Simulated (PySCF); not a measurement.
Compound: C6H12N2OSi.
Cartesian coordinates in Å at the GFN2-xTB level; atoms count from 1:
```xyz
22
C6H12N2OSi angstrom
C      1.7159   -1.8583   -0.5671
C      1.5034   -0.5697    0.1676
O      2.4170    0.0140    0.7563
N      0.3180    0.0375    0.2410
Si     0.6470    1.4850    1.2224
C      1.7230    2.6366    0.2273
N      2.3524    3.3632   -0.3941
C     -0.9235   -0.4337   -0.3319
C     -1.9221   -0.7637    0.7764
C     -1.4909    0.6003   -1.3031
H      2.7587   -2.1457   -0.4647
H      1.0840   -2.6433   -0.1554
H      1.4818   -1.7350   -1.6230
H      1.0843    1.1919    2.5747
H     -0.6586    2.1655    1.2487
H     -0.7104   -1.3512   -0.8924
H     -2.8325   -1.1750    0.3476
H     -2.1710    0.1325    1.3377
H     -1.4980   -1.4932    1.4630
H     -1.8144    1.4889   -0.7690
H     -2.3418    0.1825   -1.8355
H     -0.7331    0.8902   -2.0272
```

Computed at PBE0/pcSseg-1 (PySCF, non-relativistic), with Q(17O) = −0.0256 b, Q(14N) = 0.02044 b: O3, 17O (I = 5/2): χzz = 7.736 MHz, η = 0.298; N4, 14N (I = 1): χzz = -3.177 MHz, η = 0.510; N7, 14N (I = 1): χzz = -5.457 MHz, η = 0.138.

Problem. Find the zero-field quadrupole resonance frequencies of 17O at O3.

Solution. From the eigenvalues of H = χ/[4I(2I − 1)] × [3Iz² − I(I + 1) + η(Ix² − Iy²)], steps between neighbouring levels, labelled as for η = 0: ±1/2↔±3/2 1.267 MHz, ±3/2↔±5/2 2.282 MHz (amide oxygen).

Problem. Find the zero-field quadrupole resonance frequencies of 14N at N4.

Solution. From ν± = (3/4)|χ|(1 ± η/3) and ν0 = |χ|η/2: ν+ 2.788 MHz, ν− 1.978 MHz, ν0 0.810 MHz (amide nitrogen).

Problem. Find the zero-field quadrupole resonance frequencies of 14N at N7.

Solution. From ν± = (3/4)|χ|(1 ± η/3) and ν0 = |χ|η/2: ν+ 4.281 MHz, ν− 3.905 MHz, ν0 0.376 MHz (cyano nitrogen).

In a crystal, neighbours and librations shift these lines. One conformer (not necessarily the lowest) at the GFN2-xTB geometry, without solvent, vibrations or thermal averaging. GFN2-xTB bond lengths can be off by several hundredths of an ångström, more for odd bonds, and the gradients follow them. A larger basis could move these couplings by a tenth or more.
